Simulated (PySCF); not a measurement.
**Correlation energy of Lu(41+) (lutetium, charge +41)**

Starting occupation: [Ar] 3d10 4s2. Calculation: PySCF 2.14, in an uncontracted even-tempered set (18 s from 2.1 bohr⁻², ratio 2.6; 15 p from 2.8 bohr⁻², ratio 2.6; 10 d from 2.8 bohr⁻², ratio 2.6; 6 f from 2.8 bohr⁻², ratio 2.8); X2C-1e with screened-nucleus spin-orbit coupling, Gaussian nucleus. Frozen: [Ar]; 12 electrons correlated; the 92 highest virtual spinors left out.

MP2 pair energies summed by pair of shells (mhartree):

```csv
pair,energy,share (%)
3d3/2-3d5/2,-188.88,35.4
3d5/2-3d5/2,-133.24,25.0
4s1/2-4s1/2,-63.07,11.8
3d3/2-3d3/2,-57.44,10.8
3d5/2-4s1/2,-54.85,10.3
3d3/2-4s1/2,-35.49,6.7
```

Total MP2 correlation energy: -532.96 mhartree.

The virtual space was cut to 68 spinors, which keep -512.06 of the -532.96 mhartree of MP2 correlation.

| level | correlation energy (mhartree) |
| --- | --- |
| CCSD | -512.82 |
| (T) | -0.73 |
| CCSD(T) | -513.55 |

Diagnostics: T1 = 0.00016, largest double amplitude 0.065.

**Question.** Is a single reference adequate?

**Answer.** Yes: T1 lies below 0.03 and no double amplitude reaches 0.07.

The coupled-cluster values are those of the cut space; adding the MP2 remainder, -20.90 mhartree, estimates the full space.

At this charge the one-electron X2C treatment keeps the bare 1/r₁₂, with no two-electron picture change or Breit term. The effect here is smaller than on the frozen 1s shell.
